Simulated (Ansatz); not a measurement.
Calculation: B3LYP-D3(BJ)/def2-TZVP // PBE0-D3(BJ)/def2-SVP (Ansatz, a quantum-chemistry and plane-wave program). Gas-phase values, no solvent. One relaxed conformer stands for a flexible species; it need not be the lowest. B3LYP has the VWN-RPA correlation part, as in Gaussian.  In the def2 sets, heavy atoms carry core potentials.

Reference species (SMILES): `[CH3][Sn]([Cl])([Cl])[Cl]` (neutral, multiplicity 1).

```
Item                                       Value
--------------------------------------  --------
vertical ionisation energy (Delta-SCF)  10.78 eV
HOMO–LUMO gap                            6.29 eV
HOMO                                    -8.83 eV
LUMO                                    -2.54 eV
```

Changed species: `C=C[CH2][Sn]([Cl])([Cl])[Cl]` (C–C–C–Sn torsion 99°) (Y = allyl; the reference has Y = methyl).

Q: Give the shifts of the vertical ionisation energy (Delta-SCF), HOMO–LUMO gap, HOMO and LUMO.

A: the vertical ionisation energy (Delta-SCF) drops by 1.31 eV, to 9.47 eV; the HOMO–LUMO gap decreases by 1.42 eV, to 4.87 eV; the HOMO increases by 1.28 eV, to -7.55 eV; the LUMO decreases by 0.15 eV, to -2.69 eV.
